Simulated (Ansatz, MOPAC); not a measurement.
Species: YI2, charge 1, multiplicity 1. SMILES of the parent species: [I][Y][I]

Atoms: Y1, I2, I3. Bonds: Y1-I2, Y1-I3.

Bond lengths (Å) and angles (degrees) optimised at PM6 with MOPAC; HF/3-21G with Ansatz (a program for electronic structure); HF/LANL2DZ with Ansatz; PBE/LANL2DZ with Ansatz, each started from the B3LYP-D3(BJ)/def2-TZVP structure (Ansatz) of the last column. A row stands for all coordinates that are equal there. No wavenumbers were computed at PBE/LANL2DZ, so these may be saddle points.

| coordinate | PM6 | HF/3-21G | HF/LANL2DZ | PBE/LANL2DZ | B3LYP-D3(BJ)/def2-TZVP |
|---|---|---|---|---|---|
| Y1-I2 | 2.500 | 2.784 | 2.787 | 2.736 | 2.719 |
| I2-Y1-I3 | 180.0 | 116.7 | 117.1 | 106.1 | 111.7 |

Mean signed difference of all 2 bond lengths from B3LYP-D3(BJ)/def2-TZVP: PM6 -0.219 Å, HF/3-21G 0.065 Å, HF/LANL2DZ 0.068 Å, PBE/LANL2DZ 0.017 Å.
